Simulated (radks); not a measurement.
Dynamic dipole polarisability and lines of the molybdenum ion Mo6+, [Kr]. Calculated with a radial shooting solver on a logarithmic mesh with Libxc functionals: scalar-relativistic Kohn-Sham, LB94 model potential, spin-polarised, spherical densities, finite nucleus; Fermi nuclear charge, rms radius of each element as measured or else 0.836 A^(1/3) + 0.57 fm. Time-dependent linear response with the Hartree and adiabatic LDA kernel, continuum included through the Sternheimer equations, no spin-orbit coupling, so fine structure and intercombination lines are absent. Lines are the poles of the dipole polarisability below minus the highest occupied eigenvalue, found on a grid refined at the orbital gaps; the lowest seven at most are given, and weak or close lines can be missed. The first line takes the name of the lowest orbital gap if no other gap lies below it; otherwise a line is named after a gap within 0.6 % of it, if that gap stands alone.

| photon energy (eV) | alpha (bohr^3) |
|---|---|
| 0 | 1.809 |
| 2.075 | 1.812 |
| 14.523 | 1.957 |
| 26.971 | 2.455 |
| 39.420 | 4.242 |
| 51.868 | -46.65 |
| 64.316 | -3.142 |
| 76.764 | -1.213 |
| 89.213 | -1.158 |

Lines (eV, oscillator strength): 51.032 (24.30 nm, 4p-4d), f = 5.50; 58.502 (21.19 nm, 4p-5s), f = 0.609; 82.975 (14.94 nm, unassigned), f = 0.0559; 88.064 (14.08 nm, 4p-6s), f = 0.115; 95.476 (12.99 nm, 4s-5p), f = 0.0500; 101.55 (12.21 nm, unassigned), f = 0.0484. Higher lines, where found, are left out when the end of the mesh affects them. Those listed give 95 % of the static polarisability (sum of f/w^2). Orbital energy gaps for comparison: 4p-4d 40.538 eV; 4p-5s 58.245 eV; 4p-5d 81.750 eV; 4p-6s 87.995 eV; 4s-5p 95.029 eV.
